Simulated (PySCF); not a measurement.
SMILES C=Cc1ccccc1C#C (C10H8), singlet, GFN2-xTB optimised geometry.

```
18

C     -0.84    -2.36     0.00
C     -0.29    -1.30     0.00
C      0.41    -0.06     0.00
C      1.80    -0.09     0.00
C      2.52     1.09     0.00
C      1.86     2.30     0.00
C      0.48     2.34     0.00
C     -0.28     1.16     0.00
C     -1.74     1.16     0.00
C     -2.53     2.23     0.00
H     -1.33    -3.29     0.00
H      2.31    -1.05     0.00
H      3.60     1.06     0.00
H      2.42     3.22     0.00
H     -0.03     3.29     0.00
H     -2.18     0.18     0.00
H     -2.16     3.24     0.00
H     -3.60     2.12     0.00
```

Density from PySCF 2.14.0 with CAM-B3LYP/def2-SVP at that geometry.

Minimum of the electron density along straight lines between bonded atoms, close to the bond critical point (lines longer than 1.1 times the sum of covalent radii, or with two minima, are not listed):

| bond | length / Å | ρ at the minimum / e bohr⁻³ | ∇²ρ there / e bohr⁻⁵ | position (fraction from the first atom) |
|---|---|---|---|---|
| C1–C2 | 1.201 | 0.400 | -1.04 | 0.48 |
| C2–C3 | 1.416 | 0.290 | -0.76 | 0.52 |
| C3–C4 | 1.394 | 0.309 | -0.79 | 0.51 |
| C4–C5 | 1.380 | 0.317 | -0.83 | 0.50 |
| C5–C6 | 1.387 | 0.314 | -0.82 | 0.50 |
| C6–C7 | 1.381 | 0.316 | -0.83 | 0.50 |
| C3–C8 | 1.408 | 0.302 | -0.75 | 0.51 |
| C7–C8 | 1.394 | 0.310 | -0.79 | 0.50 |
| C8–C9 | 1.457 | 0.278 | -0.70 | 0.51 |
| C9–C10 | 1.328 | [?] | [?] | 0.50 |
| C1–H11 | 1.049 | 0.294 | [?] | 0.66 |
| C4–H12 | 1.081 | 0.285 | -1.11 | 0.64 |
| C5–H13 | 1.080 | 0.284 | -1.09 | 0.63 |
| C6–H14 | 1.080 | 0.284 | -1.10 | 0.63 |
| C7–H15 | 1.079 | 0.285 | -1.10 | 0.63 |
| C9–H16 | 1.083 | 0.285 | -1.11 | 0.64 |
| C10–H17 | 1.077 | 0.284 | -1.10 | 0.64 |
| C10–H18 | 1.077 | 0.284 | -1.10 | 0.64 |

### Question
Some entries are withheld; supply them.

### Answer

- C9–C10, ρ at the minimum / e bohr⁻³: 0.344
- C9–C10, ∇²ρ there / e bohr⁻⁵: -0.93
- C1–H11, ∇²ρ there / e bohr⁻⁵: -1.24
